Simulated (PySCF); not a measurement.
A side-by-side comparison of computed properties.

First species: C₄HF₃O₂.
Z-matrix (Å and degrees, GFN2-xTB geometry), rows numbered from 1:
```
O 
C   1  1.1920
C   2  1.5314  1  126.26
O   3  1.2077  2  119.90  1   179.78
C   3  1.4767  2  117.53  1    -0.22
F   5  1.3374  3  119.07  2     0.14
C   5  1.3457  3  123.52  2  -179.88
F   7  1.3132  5  124.26  3  -179.94
F   7  1.3069  5  124.73  3     0.07
H   2  1.1049  1  123.67  3   179.99
```

Second species: C3H7OP.
InChI=1S/C3H7OP/c1-5(4)2-3-5/h2-3H2,1H3

Levels: B3LYP/def2-SVPD for dipole moment, HOMO energy, LUMO energy, HOMO–LUMO gap, static isotropic polarisability and electronic spatial extent ⟨r²⟩ about the centre of nuclear charge; TDDFT B3LYP/def2-SVPD for lowest singlet excitation; TDA B3LYP/def2-SVPD for lowest triplet excitation (Tamm–Dancoff); GFN2-xTB for rotational constant A and rotational constant C. Geometries: GFN2-xTB. Each structure is a single optimised conformer of the isolated species, non-relativistic unless stated; the electronic structure was computed with PySCF and density fitting.

Dipoles, sizes and rotational constants follow the conformer. The torsions of the flexible species, by atom-mapped SMILES:
- `[O:1]=[CH:2][C:3](=[O:4])[C:5]([F:6])=[C:7]([F:8])[F:9]`: O1–C2–C3–O4 180°, C2–C3–C5–F6 0°

Question: Which has the higher static isotropic polarisability?

Answer: The second: 61.5 au against 59.0 au, a difference of 2.5 au.

Question: Which has the higher LUMO energy?

Answer: The second: 0.05 eV against -3.74 eV, a difference of 3.79 eV.

Question: Which has the higher rotational constant C?

Answer: The second: 3.009 GHz against 0.849 GHz, a difference of 2.160 GHz.

Question: Which has the higher dipole moment?

Answer: The second: 4.30 D against 0.72 D, a difference of 3.58 D.

Question: Which has the higher T1 energy?

Answer: The second: 5.73 eV against 2.00 eV, a difference of 3.73 eV.

Question: Which has the higher HOMO energy?

Answer: The second: -6.90 eV against -7.77 eV, a difference of 0.87 eV.

Question: Which of the two has the higher rotational constant A, and by how much?

Answer: The second: 5.562 GHz against 2.948 GHz, a difference of 2.614 GHz.

Question: Which has the higher HOMO–LUMO gap?

Answer: The second: 6.95 eV against 4.03 eV, a difference of 2.92 eV.

On the first: The dipole equals about 2.4 × 10⁻³⁰ C·m (1 D = 3.33564 × 10⁻³⁰ C·m). The polarisability is 8.74 Å³ as a volume (1 au = 0.148185 Å³), or 0.87 au for each of the 68 electrons.

On the second: No computed singlet falls in the visible range (750 to 380 nm, 1.65 to 3.26 eV); S1 lies 2.72 eV above its blue end. The principal polarisabilities are 53.9, 59.8 and 70.7 au; their mean is the isotropic value.
